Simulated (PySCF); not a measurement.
# How methods differ on the interval between two levels of Hg²⁺

Hg²⁺ [Xe] 4f14 5d10 → Hg²⁺ [Xe] 4f14 5d9 6p1 [3F4, M_J = 4], as a difference of total energies. Computed with PySCF 2.14 in x2c-TZVPall-2c (11s11p10d2f, 108 functions), with the two-component X2C-1e Hamiltonian. Correlated levels: [Kr] 4d10 4f14 frozen; the 34 highest virtual spinors dropped. "Screened" scales the spin-orbit matrix elements by Boettger's factors to mimic the two-electron term; Breit and QED terms are absent.

| method | interval between two levels (cm⁻¹) |
| --- | --- |
| GHF (screened spin-orbit) | 113170 |
| GMP2 (screened spin-orbit) | 117480 |

The labels give the starting determinants; with spin-orbit coupling the two ends relaxed to ⟨J²⟩ = 0.00, ⟨L²⟩ = 0.18, ⟨S²⟩ = 0.18 and ⟨J²⟩ = 20.06, ⟨L²⟩ = 12.21, ⟨S²⟩ = 2.19.
